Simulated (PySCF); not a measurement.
## Nuclear quadrupole coupling in `CS[Si@]1([SiH3])[SiH2]O[SiH2][SiH2]1`

CH₁₂OSSi₅.
Cartesian coordinates in Å at the GFN2-xTB level; atoms count from 1:
```xyz
20
CH12OSSi5 angstrom
C      2.3188   -0.9928   -1.9162
S      1.0902   -1.9854   -1.0251
Si     0.2430   -0.4009    0.2415
Si     1.9808    0.3987    1.6120
Si    -1.5877   -1.2658    1.4003
O     -2.6778   -0.1009    1.0398
Si    -2.9598    1.0868   -0.0525
Si    -0.8948    1.2171   -1.1001
H      1.8136   -0.2409   -2.5160
H      2.8715   -1.6721   -2.5572
H      2.9920   -0.5204   -1.2065
H      2.2394    1.8191    1.3485
H      1.6421    0.2764    3.0323
H      3.2670   -0.2808    1.4269
H     -1.4618   -1.1616    2.8541
H     -2.2310   -2.5249    1.0370
H     -3.3549    2.2230    0.7798
H     -4.1034    0.6249   -0.8402
H     -0.9292    0.9647   -2.5514
H     -0.2632    2.5465   -1.0101
```

Field gradients from the PBE0/pcSseg-1 density (PySCF, non-relativistic), principal values in atomic units, ordered |Vxx| ≤ |Vyy| ≤ |Vzz|:

```
atom      Vxx      Vyy      Vzz
  S2   0.4082   2.0718  -2.4800
  O6  -0.4451  -0.6301   1.0752
```

Problem. Find the asymmetry η = (Vxx − Vyy)/Vzz and the couplings χ = eQV/h (234.96 MHz × Q in barn × V in au), with Q(33S) = −0.0678 b, Q(17O) = −0.0256 b.

Solution. 
```csv
atom,environment,nucleus,η,χzz (MHz),χxx (MHz),χyy (MHz)
S2,sulfur bonded to C and Si,33S,0.67,39.51,-6.50,-33.01
O6,siloxane oxygen,17O,0.17,-6.47,2.68,3.79
```

Problem. What is Vzz at S2 in SI units (1 au = 9.71736 × 10²¹ V/m²)?

Solution. -2.4800 au = -24.099 × 10²¹ V/m².

Problem. What couplings would deuterons (Q(2H) = 0.00286 b) have in place of the hydrogens, at this geometry?

Solution. 
| atom | bonded to | bond length (Å) | Vzz (au) | η | χzz (kHz) |
| --- | --- | --- | --- | --- | --- |
| H9 | C1 | 1.086 | 0.3129 | 0.03 | 210 |
| H10 | C1 | 1.085 | 0.3170 | 0.04 | 213 |
| H11 | C1 | 1.086 | 0.3129 | 0.04 | 210 |
| H12 | Si4 | 1.468 | 0.1618 | 0.00 | 109 |
| H13 | Si4 | 1.465 | 0.1632 | 0.01 | 110 |
| H14 | Si4 | 1.466 | 0.1628 | 0.02 | 109 |
| H15 | Si5 | 1.463 | 0.1611 | 0.01 | 108 |
| H16 | Si5 | 1.460 | 0.1637 | 0.02 | 110 |
| H17 | Si7 | 1.463 | 0.1618 | 0.02 | 109 |
| H18 | Si7 | 1.463 | 0.1611 | 0.02 | 108 |
| H19 | Si8 | 1.474 | 0.1601 | 0.01 | 108 |
| H20 | Si8 | 1.475 | 0.1594 | 0.01 | 107 |

The structure is a single GFN2-xTB conformer in the gas phase; no vibrational or solvent corrections. GFN2-xTB frequencies show an imaginary mode (38i cm⁻¹), so this geometry is no minimum at that level. GFN2-xTB bond lengths can be off by several hundredths of an ångström, more for odd bonds, and the gradients follow them. These gradients aren't converged with respect to the basis.

The run behind these numbers computed NMR shieldings as well. The run took 1.8 min of wall time on an Arm Neoverse N1 with one thread, on a shared host, and the process peaked at 1.1 GiB of memory.
